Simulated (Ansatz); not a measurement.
Reaction (cleavage of the B–Al bond): `[CH3][Al]([CH3])[BH][SiH3]` + `[SiH3]S` → `[SiH3]BS[SiH3]` + `[CH3][AlH][CH3]`

Gas-phase electronic energies from Ansatz, PBE0-D4/def2-TZVP geometries. CBS: MP2 limit from def2 TZ/QZ plus the TZ coupled-cluster correction, frozen cores. DFT in def2-TZVPP. B3LYP here is the variant with VWN-RPA as its local correlation; programs differ in this. One conformer a species, not always the lowest.

| level | ΔE (kJ/mol) |
| --- | --- |
| B3LYP | -116.2 |
| HF/def2-TZVPP | -111.4 |
| SCS-MP2/def2-TZVPP | -124.4 |
| HF/def2-QZVPP | -111.0 |

(1) What does CCSD(T)/CBS give? (Estimate.)

Largest T1 diagnostic among the species: 0.015.

## Answers

(1) The calculation gave: -118.4 kJ/mol. The listed levels differ from it by 2.2, 7.0, -6.0, 7.4 kJ/mol.

The D4 term adds −3.8 kJ/mol with B3LYP and −1.6 kJ/mol with PBE0; it sums over pairs of atoms, weighted by their polarisabilities, and B3LYP, whose exchange is more repulsive, gets the larger term. In def2-TZVPP, CCSD(T) changes the Hartree–Fock value by −6.8 kJ/mol (the triples alone add −3.8 kJ/mol) and MP2 by −18.1 kJ/mol.
